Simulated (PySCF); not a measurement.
O²⁺: ionisation energy

O²⁺ [He] 2s2 2p2 (3P) → O³⁺ [He] 2s2 2p1 (2P), as a difference of total energies. All numbers are calculated (PySCF 2.14, no relativity, point nucleus, in def2-QZVPPD (8s5p4d2f1g, 66 functions)). Correlated levels: valence and next inner shell: nothing frozen. The calculations carry no spin-orbit coupling.

| method | ionisation energy (eV) |
| --- | --- |
| UHF | 54.615 |
| MP2 (valence and next inner shell) | 55.080 |
| SCS-MP2 (valence and next inner shell) | 54.921 |
| CCSD (valence and next inner shell) | 54.869 |
| CCSD(T) (valence and next inner shell) | 54.878 |

Task: How much does correlation contribute at CCSD(T) (valence and next inner shell)?

Result: 54.878 − (54.615) = 0.263 eV, measured against UHF.

A first-order spin-orbit estimate (lowest level to lowest level, LS coupling) adds -0.005 eV.

Errors of the correlated levels include the incompleteness of this basis.

For comparison: 54.936 eV (semi-empirical (NIST evaluation); NIST Atomic Spectra Database, ionization energies).
